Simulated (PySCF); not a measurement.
Successive ionisation energies of one element at GHF (screened spin-orbit), starting from the ion with 39 electrons. Calculated with PySCF 2.14, two-component X2C-1e (Gaussian nucleus, no Breit or QED terms), each ion in its own even-tempered basis; GMP2 freezes the deep shells of the larger ions and drops the highest virtual spinors; eV.

497.43, 532.37, 565.59, 694.62, 728.99, 767.52, 803.55, 861.75, 902.24, 989.69, 1029.9, 1800.9

Question: Which element is it?

Answer: Lanthanum (La, Z = 57); the list starts at La¹⁸⁺. The hydrogenic estimate 13.606 eV × (q + 1)²/n² with q = 18 and n = 4 gives 306.98 eV for the first entry, a lower bound because the other electrons screen the nucleus only in part.
